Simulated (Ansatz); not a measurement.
Spin gap between two states, R1 and P1; the higher of the two is an excited state, each structure at its B3LYP-D3(BJ)/def2-TZVP stationary point, reached from a drawn start (curvature not checked).
R1, C4H4 (SMILES C1=CC=C1) (charge 0, multiplicity 1):
```xyz
8

C      0.665     0.788     0.000
C     -0.665     0.788     0.000
C     -0.665    -0.788     0.000
C      0.665    -0.788     0.000
H      1.429     1.550     0.000
H     -1.429     1.550     0.000
H     -1.429    -1.550     0.000
H      1.429    -1.550     0.000
```
P1, C4H4 (SMILES C1=CC=C1) (charge 0, multiplicity 3):
```xyz
8

C      0.71879     0.71879     0.00000
C     -0.71879     0.71879     0.00000
C     -0.71879    -0.71879     0.00000
C      0.71879    -0.71879     0.00000
H      1.48112     1.48112     0.00000
H     -1.48112     1.48112     0.00000
H     -1.48112    -1.48112     0.00000
H      1.48112    -1.48112     0.00000
```

P less R. No zero-point or thermal terms; singlets are restricted closed shells; open shells are unrestricted.

Cores are frozen in the correlated methods.

Run with Ansatz (a first-principles code) with Gaussian orbitals. All values are computed, each at the level named.

Total energies in hartree:

```csv
structure,PBE/def2-TZVPP,PBE0/def2-TZVPP,CCSD(T)/cc-pVTZ
R1,-154.529446,-154.542225,-154.389956
P1,-154.521061,-154.537474,-154.370616
```

Q: Work out the spin gap at each level in kcal/mol (1 hartree = 627.50947 kcal/mol), and say how far PBE/def2-TZVPP lies from CCSD(T)/cc-pVTZ.

A: 
- PBE/def2-TZVPP: (-154.521061) − (-154.529446) = 0.008385 hartree = 5.26 kcal/mol
- PBE0/def2-TZVPP: (-154.537474) − (-154.542225) = 0.004751 hartree = 2.98 kcal/mol
- CCSD(T)/cc-pVTZ: (-154.370616) − (-154.389956) = 0.019340 hartree = 12.14 kcal/mol
PBE/def2-TZVPP less CCSD(T)/cc-pVTZ: -6.88 kcal/mol. CCSD(T)/cc-pVTZ is the level counted from, the highest shown, and no exact or measured value.
